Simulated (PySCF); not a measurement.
Compound: C2H5BrGe.
Geometry (PBE0-D3(BJ)/def2-SVP, Å), atoms numbered from 1 in this order:
```
atom  x, y, z in Å
C1    -1.171    0.443    0.189
C2    -0.099    0.680   -0.572
Ge3    1.550   -0.295   -0.350
Br4    3.152    1.216    0.375
H5    -2.101    1.011    0.071
H6    -1.172   -0.327    0.968
H7    -0.132    1.469   -1.332
H8     2.089   -0.880   -1.664
H9     1.399   -1.367    0.740
```

Theory: MP2 and CCSD/aug-cc-pVDZ in PySCF, restricted Hartree–Fock reference, frozen core, non-relativistic, gas phase, PBE0-D3(BJ)/def2-SVP geometry.

E(HF) = -4726.39916 Eh.

(1) How large is the problem?

(2) What are the MP2 and CCSD correlation energies?

(3) What is the T1 diagnostic?

(4) How does correlation change the dipole moment?

Answers

(1) 163 basis functions and 84 electrons; 20 orbitals frozen, which leaves o = 22 correlated occupied and v = 121 virtual orbitals. That is o·v = 2662 singles and o·v(o·v + 1)/2 = 3544453 distinct closed-shell doubles amplitudes before symmetry; the costliest CCSD step grows as o²v⁴ = 1.0 × 10^11.

(2) MP2 -0.5414 Eh and CCSD -0.5884 Eh, which gives totals of -4726.94053 and -4726.98753 Eh. That is 0.364 eV for each correlated electron at CCSD (1545 kJ/mol in all, 0.012 % of the total energy); MP2 gives 92.0 % of the CCSD value.

(3) 0.0085, below the customary warning level of 0.02. It is the norm of the spatial-orbital singles amplitudes over the root of the number of correlated electrons, so the norm is 0.056.

(4) HF gives 2.76 D and CCSD (unrelaxed density) 2.44 D, a change of -0.32 D.

Connected triples and the basis-set limit are missing.

One conformer stands for the species.
